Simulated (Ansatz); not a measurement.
Consider the redistribution: `CC[SiH2]S` + `C=C=C(O)[SiH2]O` → `C=C=C(O)[SiH2]S` + `CC[SiH2]O`.

Calculated with Ansatz (gas phase, PBE0-D4/def2-TZVP geometries, no zero-point term in ΔE). CBS: MP2 limit from def2 TZ/QZ plus the TZ coupled-cluster correction, frozen cores. DFT in def2-TZVPP. B3LYP here is the variant with VWN-RPA as its local correlation; programs differ in this. Each species was taken in one conformer, which may not be the lowest.

```json
{"level": "PBE-D4", "ΔE (kJ/mol)": "2.5"}
{"level": "r2SCAN-D4", "ΔE (kJ/mol)": "2.8"}
{"level": "r2SCAN", "ΔE (kJ/mol)": "3.1"}
{"level": "B3LYP", "ΔE (kJ/mol)": "4.3"}
```

(1) What does CCSD(T)/CBS give? (An estimate is asked.)

Largest T1 diagnostic among the species: 0.013.

Answers

(1) The calculation gave: +3.7 kJ/mol. The listed levels differ from it by -1.2, -0.9, -0.6, 0.6 kJ/mol.
